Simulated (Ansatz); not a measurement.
# Nudged elastic band run: C2H10BNOSi

The input (input.yaml):

```yaml
crystal:
  periodic: [false, false, false]
  atoms:
    - { symbol: C, position_ang: [-0.221633, -2.056419, 0.433855] }
    - { symbol: Si, position_ang: [0.961292, -0.979908, -0.538366] }
    - { symbol: C, position_ang: [0.788933, 0.83258, 0.015987] }
    - { symbol: O, position_ang: [1.907166, 1.559799, -0.633404] }
    - { symbol: B, position_ang: [-0.652233, 1.361274, -0.352651] }
    - { symbol: "N", position_ang: [-1.720467, 1.177297, 0.507661] }
    - { symbol: H, position_ang: [-1.260123, -1.764153, 0.257741] }
    - { symbol: H, position_ang: [-0.121581, -3.107562, 0.150969] }
    - { symbol: H, position_ang: [-0.03315, -1.985362, 1.508372] }
    - { symbol: H, position_ang: [2.315318, -1.424872, -0.303669] }
    - { symbol: H, position_ang: [0.672307, -1.101873, -1.94708] }
    - { symbol: H, position_ang: [0.928918, 0.835664, 1.120792] }
    - { symbol: H, position_ang: [1.604005, 2.530214, -0.540135] }
    - { symbol: H, position_ang: [-0.85509, 1.909812, -1.367118] }
    - { symbol: H, position_ang: [-2.687865, 1.482624, 0.302855] }
    - { symbol: H, position_ang: [-1.648794, 0.708388, 1.428491] }
basis:
  gaussian: { orbitals: STO-3G }
hamiltonian:
  xc: r2scanh
neb:
  order_check: false
  images: 7
  f_tol: 0.5
  max_iterations: 20
  initial_path: idpp
  final_atoms:
    - { symbol: C, position_ang: [1.04286809, -2.36058895, 0.46716761] }
    - { symbol: Si, position_ang: [-0.01511308, -1.09510288, -0.41281561] }
    - { symbol: C, position_ang: [0.26275547, 0.63236912, 0.33368559] }
    - { symbol: O, position_ang: [1.73136825, 0.83653621, 0.35030228] }
    - { symbol: B, position_ang: [-0.55210245, 1.69691553, -0.50191533] }
    - { symbol: "N", position_ang: [-1.89659619, 1.91614718, -0.25867805] }
    - { symbol: H, position_ang: [0.77502107, -2.43650823, 1.52403835] }
    - { symbol: H, position_ang: [0.9300462, -3.35235868, 0.02074571] }
    - { symbol: H, position_ang: [2.098953, -2.08473702, 0.41174015] }
    - { symbol: H, position_ang: [0.30086855, -1.08748251, -1.82117066] }
    - { symbol: H, position_ang: [-1.41159785, -1.43596468, -0.26407874] }
    - { symbol: H, position_ang: [-0.12274596, 0.58659708, 1.37759442] }
    - { symbol: H, position_ang: [1.79780414, 1.84431716, 0.49838624] }
    - { symbol: H, position_ang: [-0.04173463, 2.31505801, -1.35565872] }
    - { symbol: H, position_ang: [-2.48022858, 2.58250019, -0.79356865] }
    - { symbol: H, position_ang: [-2.44256303, 1.41980549, 0.4685254] }
```

Launched with:

```bash
$ ansatz run input.yaml --threads 1 --pin off --max-ram 2048MiB --backend cpu --events-out ev --progress --plain --runs-dir out
```

Output, in part (warnings, iteration lines, the closing report on the highest movable image, with atoms numbered from 0):

```
NEB end point (image 0): max|allowed force component| = 1.137e-2 eV/Å (the criterion of neb.relax_end_points is 1.000e-1)
NEB end point (image 8): max|allowed force component| = 7.214e-3 eV/Å (the criterion of neb.relax_end_points is 1.000e-1)
NEB iter   1: max|band force component| = 1.312e0 eV/Å  barrier→ = 0.2148 eV  barrier← = 0.2222 eV  Δτ_max = 0.2000 Å  (202 SCF iters)
NEB iter   2: max|band force component| = 4.515e-1 eV/Å  barrier→ = 0.0864 eV  barrier← = 0.0938 eV  CI = image 4  Δτ_max = 0.0000 Å  (332 SCF iters)
Total energy: -14151.90719457 eV, -520.0729968934 hartree
Atom 0 at     0.357913    -2.293304     0.841709 Å, force    -0.016775    -0.105229    -0.115691 eV/Å
Atom 1 at     0.695935    -1.002001    -0.473251 Å, force    -0.044485     0.113186    -0.039486 eV/Å
Atom 2 at     0.464783     0.753650     0.215132 Å, force     0.036524    -0.117599    -0.093282 eV/Å
Atom 3 at     1.828877     1.342423     0.260106 Å, force    -0.212869     0.091902     0.012183 eV/Å
Atom 4 at    -0.582265     1.525174    -0.690398 Å, force     0.197404     0.276901     0.414856 eV/Å
Atom 5 at    -1.930198     1.515552    -0.380434 Å, force    -0.097344    -0.065827    -0.037080 eV/Å
Atom 6 at    -0.674851    -2.255289     1.198515 Å, force    -0.010848     0.046926    -0.049440 eV/Å
Atom 7 at     0.525769    -3.293395     0.433216 Å, force    -0.008858    -0.059402     0.058383 eV/Å
Atom 8 at     1.008212    -2.178595     1.713104 Å, force     0.046909     0.067100    -0.070246 eV/Å
Atom 9 at     2.054045    -1.106150    -0.954267 Å, force    -0.059473    -0.137241    -0.055772 eV/Å
Atom 10 at    -0.228977    -1.164497    -1.573244 Å, force     0.092635    -0.250739    -0.017978 eV/Å
Atom 11 at     0.073792     0.609731     1.246112 Å, force    -0.023482     0.246816     0.054150 eV/Å
Atom 12 at     1.616062     2.339310     0.317688 Å, force     0.035823     0.034113     0.045956 eV/Å
Atom 13 at    -0.236360     2.177735    -1.598928 Å, force     0.014451    -0.118415    -0.083152 eV/Å
Atom 14 at    -2.656308     2.007162    -0.930375 Å, force     0.022885    -0.023686    -0.026687 eV/Å
Atom 15 at    -2.339426     0.999997     0.419617 Å, force     0.027503     0.001192     0.003286 eV/Å
Dipole moment:    -0.622131     0.043805     0.122434 e Å
```

The forces met the threshold. The threshold of 0.5 eV/Å is loose, so the images may lie well off the minimum-energy path. The order of the stationary point at the top wasn't checked. Limits of this set-up: minimal basis.

Final band (atoms are numbered from 1 in the order of the input):

| image | path coordinate (Å) | energy (kcal/mol) | dihedral H10–Si2–C3–O4 (°) |
| --- | --- | --- | --- |
| 0 | 0.00 | 0.0 | 51 |
| 1 | 0.86 | 0.4 | 36 |
| 2 | 1.72 | 1.1 | 21 |
| 3 | 2.58 | 1.7 | 5 |
| 4 | 3.43 | 2.0 | -10 |
| 5 | 4.29 | 1.7 | -26 |
| 6 | 5.15 | 1.0 | -42 |
| 7 | 6.01 | 0.2 | -57 |
| 8 | 6.87 | -0.2 | -70 |

The run took 100 s on 1 thread of Arm Neoverse V2, with other jobs on the host, peak memory 0.15 GiB.
